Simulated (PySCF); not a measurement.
# Zr: interval between two levels

Zr [Kr] 4d2 5s2 [3F4, M_J = 4] → Zr [Kr] 4d4 [5D4, M_J = 4], as a difference of total energies. Computed with PySCF 2.14 in x2c-TZVPall-2c with one added diffuse shell each of s, p, d type (9s10p8d1f, 86 functions), with the two-component X2C-1e Hamiltonian. Correlated levels: [Ar] 3d10 frozen; the 6 highest virtual spinors dropped. "Screened" scales the spin-orbit matrix elements by Boettger's factors to mimic the two-electron term; Breit and QED terms are absent.

```csv
method,interval between two levels (cm⁻¹)
GHF (spin-free),19439
GMP2 (spin-free),22268
GHF (screened spin-orbit),19182
GMP2 (screened spin-orbit),21974
```

The labels give the starting determinants; with spin-orbit coupling the two ends relaxed to ⟨J²⟩ = 20.31, ⟨L²⟩ = 12.15, ⟨S²⟩ = 2.08 and ⟨J²⟩ = 20.01, ⟨L²⟩ = 6.02, ⟨S²⟩ = 6.01.

The determinant of the lower state mixes levels of different J (the jj label is only the starting occupation), so the difference between spin-free and spin-orbit rows is not the physical spin-orbit shift.
